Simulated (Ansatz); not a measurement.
**Energy profile**

The step: AlH₃O₂ ([OH][AlH][OH]) + NH₃ → AlNH₄O₂ ([NH2][Al]([OH])[OH]) + H₂; bonds formed: H2–H5; dative contacts that become bonds: Al1–N6; bonds broken: Al1–H2, H5–N6 (atoms numbered as in the saddle structure below).

Al1  (0.289, 0.065, -0.277)
H2  (-0.244, -1.659, -0.146)
O3  (-0.281, 0.688, -1.750)
O4  (1.857, 0.189, 0.361)
H5  (-0.787, -1.120, 0.532)
N6  (-1.016, 0.139, 1.061)
H7  (0.207, 0.744, -2.567)
H8  (2.672, 0.168, -0.133)
H9  (-1.931, 0.529, 0.884)
H10  (-0.766, 0.257, 2.034)
(Å)

Electronic energies by CCSD(T) at an estimated basis limit (MP2 extrapolated from triple and quadruple zeta, plus CCSD(T) − MP2 in triple zeta), on PBE0-D4/def2-TZVP structures; AlNH6O2, closed shell; no counterpoise correction. Ansatz 0.2.0; basis: def2-TZVPP and def2-QZVPP; cores frozen in the correlated methods. Extrapolation: Hartree–Fock as exp(−7.88 √X), correlation as X^−2.97.

**Question.** Give the profile in kcal/mol, counted from the separated reactants. (An estimate is asked for; the value comes from the calculation.)

**Answer.** Computed:
```csv
point,kcal/mol
"separated: AlH3O2 (linked as [OH][AlH][OH]; Al1, H2, O3, O4, H7, H8; singlet) + NH3 (H5, N6, H9, H10; singlet)",0.00
start structure,-29.28
saddle,4.62
end structure,-17.26
"separated: AlNH4O2 (linked as [NH2][Al]([OH])[OH]; Al1, O3, O4, N6, H7, H8, H9, H10; singlet) + H2 (H2, H5; singlet)",-16.49
```

T1 diagnostic: at most 0.013. The start structure is not quite a true minimum (one mode of 55i cm⁻¹).

The step is the kind of exchange with an N–H group that builds nitride films in atomic layer and chemical vapour deposition.

For scale, one of the runs: CCSD(T)/def2-TZVPP, 219 basis functions, launched by `ansatz run in.yaml --threads 4 --pin off --events-out ev --progress --plain --max-ram 9574MiB`. Time: 59 s of wall clock on 4 CPU threads of an Arm Neoverse V2; the host was shared. Peak host memory: 3.4 GiB.
